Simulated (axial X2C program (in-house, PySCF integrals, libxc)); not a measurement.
# Which molecule has these constants?

Calculated with an in-house relativistic program for diatomic molecules, spin-free (one-electron X2C) or two-component (2c: spin–orbit coupling with atomic mean-field Coulomb and Gaunt terms, which also bring small scalar terms), in Dyall basis sets with cores contracted in-house; open shells are unrestricted.

A two-component PBE0 calculation in a Dyall 3-zeta basis gave Re = 2.162 Å, ωe = 555.5 cm⁻¹, De = 2.12 eV, dipole magnitude 1.35 D, Ω = 2.

Problem. Which molecule is it?
A. BN
B. BAs
C. BP
D. BiB

Solution. D. The others have BP 1.739 Å and 979.2 cm⁻¹ (Ω = 2); BAs 1.841 Å and 819.9 cm⁻¹ (Ω = 2); BN 1.315 Å and 1595.1 cm⁻¹ (Ω = 2).

Each entry is the lowest single determinant of a limited PBE0 search at one distance. De goes to single-determinant-based atoms at the same level (for ions the charge split of lowest energy) and is withheld (n/a) where an atom does not fit its ground term or J level. Main or longest-lived isotopes. One determinant is a doubtful description, or other states lie close, for BiB, BP, BAs, BN; these need not be ground states, and all values refer to the states named. Some open-shell Ω = 0 determinants are out of reach, so the Ω given for BiB, BP, BAs, BN need not be the lowest component. With several unpaired electrons the Ω given is that of one determinant, not necessarily of the lowest component. Some light 2c atoms are not at their ground J level, so De misses part of their lowering (0.04 eV or less). The functionals have no current term, which raises determinants with orbital currents.
